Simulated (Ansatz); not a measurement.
Consider the ligand exchange at a Ge–S bond: `CS[S][GeH3]` + `OC[TeH]` → `[GeH3][O]C[TeH]` + `CSS`.

Program: Ansatz. Geometries: PBE0-D4/def2-TZVP. ΔE: electronic, gas phase. CCSD(T)/CBS is the MP2 limit (def2-TZVPP, def2-QZVPP) plus CCSD(T) − MP2 in def2-TZVPP, frozen cores. Functionals use def2-TZVPP. def2 core potentials past Kr. For Ge, Te outer-core shells are correlated without core-valence functions, which leaves a few kJ/mol of doubt a bond. Scalar relativity is left out up to krypton. One conformer a species, not always the lowest.

```csv
level,ΔE (kJ/mol)
PBE-D4,40.3
r2SCAN-D4,34.1
MP2/def2-TZVPP,28.4
SCS-MP2/def2-TZVPP,22.7
CCSD/def2-TZVPP,23.7
CCSD(T)/def2-TZVPP,25.9
MP2/def2-QZVPP,30.1
MP2/CBS(def2),32.6
```

What does CCSD(T)/CBS give? (Estimate.)

Computed: +30.2 kJ/mol. The listed levels differ from it by 10.1, 3.9, -1.8, -7.5, -6.5, -4.3, -0.1, 2.4 kJ/mol.

Largest T1 diagnostic among the species: 0.012.

In def2-TZVPP, CCSD(T) changes the Hartree–Fock value by +9.2 kJ/mol (the triples alone add +2.3 kJ/mol) and MP2 by +11.6 kJ/mol. The D4 term adds +3.4 kJ/mol with B3LYP and +1.7 kJ/mol with PBE0; it sums over pairs of atoms, weighted by their polarisabilities, and B3LYP, whose exchange is more repulsive, gets the larger term.

B3LYP here is the variant with VWN-RPA as its local correlation; programs differ in this.
